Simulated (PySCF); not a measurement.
## Sc⁺: ionisation energy

Sc⁺ [Ar] 3d1 4s1 (3D) → Sc²⁺ [Ar] 3d1 (2D), as a difference of total energies. Computed with PySCF 2.14 in def2-QZVPPD, with the non-relativistic Hamiltonian (point nucleus). Correlated levels: valence: [Ar] frozen; valence and next inner shell: [Ne] frozen. The calculations carry no spin-orbit coupling.

Task: Order these methods by the ionisation energy they give, lowest first.
A. revPBE
B. r2SCAN0
C. r2SCAN
D. MN15

Result: D (12.484 eV), B (12.758 eV), C (12.813 eV), A (12.936 eV).

These non-relativistic numbers lack the scalar-relativistic shift.

Errors of the correlated levels include the incompleteness of this basis and the frozen core.

For comparison: 12.800 eV (measured; NIST Atomic Spectra Database, ionization energies).
